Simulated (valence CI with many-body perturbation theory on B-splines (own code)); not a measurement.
## Level structure of Ba XVIII

Calculated by relativistic CI+MBPT: three valence electrons over a frozen Dirac-Fock core [Kr], a basis of 7 s, 7 p, 8 d, 6 f, 4 g, 1 h functions for each j, with the one-electron correlation potential Σ1 (screened to all orders), the two-electron term Σ2, the three-electron term Σ3, Breit, model QED; selected single and double excitations, second order for the rest, scaled by the run's own slope (own B-spline code, finite nucleus).

No measured spectrum was set against this ion. As an estimate, terms of the open shell hold to 2 to 4 % of their energy, and close levels can change places. The list stops below the first excitations out of the core.

Levels 1 to 19 of 19, with energies above the lowest level, 4d³ ⁴F_3/2. "Leading %" is the weight of the configuration and term that name the level; weights of strongly mixed levels are sums over their largest components and can fall short. In the jj column 3d3/2^4 stands for four electrons in 3d with j = 3/2. Lifetimes count E1, E2, E3, M1 and M2 decay at the calculated energies, and are blank where another channel may lead or the interval is too uncertain; long ones can be off by a factor of two.

| No. | Configuration | Term | J | E (cm⁻¹) | Leading % | Lifetime | g | Leading jj |
| --- | --- | --- | --- | --- | --- | --- | --- | --- |
| 1 | 4d³ | ⁴F | 3/2 | 0.0 | 80 |  | 0.499 | 4d3/2^3 (76 %) |
| 2 | 4d³ | ⁴F | 5/2 | 15734 | 94 | 7.04 ms | 1.037 | 4d3/2^2 4d5/2 (92 %) |
| 3 | 4d³ | ⁴F | 7/2 | 27390 | 81 | 18.8 ms | 1.178 | 4d3/2^2 4d5/2 (60 %) |
| 4 | 4d³ | ⁴P | 3/2 | 33473 | 49 | 4.82 ms | 1.389 | 4d3/2^2 4d5/2 (82 %) |
| 5 | 4d³ | ⁴F | 9/2 | 34119 | 49 | 194 ms | 1.188 | 4d3/2^2 4d5/2 (73 %) |
| 6 | 4d³ | ⁴P | 1/2 | 38818 | 72 | 19.5 ms | 2.117 | 4d3/2^2 4d5/2 (96 %) |
| 7 | 4d³ | ²G | 7/2 | 53380 | 78 | 1.97 ms | 0.960 | 4d3/2 4d5/2^2 (71 %) |
| 8 | 4d³ | ²H | 9/2 | 55597 | 56 | 3.23 ms | 1.083 | 4d3/2 4d5/2^2 (60 %) |
| 9 | 4d³ | ⁴P | 5/2 | 57044 | 89 | 6.16 ms | 1.549 | 4d3/2 4d5/2^2 (57 %) |
| 10 | 4d³ | ²D | 3/2 | 65342 | 46 | 997 μs | 1.170 | 4d3/2 4d5/2^2 (94 %) |
| 11 | 4d³ | ²P | 1/2 | 69408 | 72 | 2.04 ms | 1.217 | 4d3/2 4d5/2^2 (96 %) |
| 12 | 4d³ | ²H | 11/2 | 73361 | 100 | 6.60 ms | 1.090 | 4d3/2 4d5/2^2 (100 %) |
| 13 | 4d³ | ²D | 5/2 | 79860 | 92 | 2.02 ms | 1.204 | 4d3/2 4d5/2^2 (68 %) |
| 14 | 4d³ | ²G | 9/2 | 86661 | 58 | 1.26 ms | 1.079 | 4d5/2^3 (82 %) |
| 15 | 4d³ | ²F | 5/2 | 89565 | 84 | 3.39 ms | 0.923 | 4d3/2 4d5/2^2 (57 %) |
| 16 | 4d³ | ²F | 7/2 | 91974 | 94 | 3.29 ms | 1.128 | 4d3/2 4d5/2^2 (89 %) |
| 17 | 4d³ | ²P | 3/2 | 96365 | 58 | 999 μs | 1.192 | 4d5/2^3 (81 %) |
| 18 | 4d³ | ²D | 3/2 | 134900 | 98 | 871 μs | 0.809 | 4d3/2 4d5/2^2 (80 %) |
| 19 | 4d³ | ²D | 5/2 | 138750 | 82 | 497 μs | 1.167 | 4d5/2^3 (70 %) |

Names give the largest LS component (configuration and term), which can be under half, so a name can repeat, a term be missing and a line seem to break the LS rules; names also repeat where a configuration has a term twice.

The ionisation energy to 4d² ³F2 of the next ion comes out as 455.72 eV (NIST: 455 ± 3 eV (theoretical)). All 19 levels together are meant to be complete up to 569570 cm⁻¹.
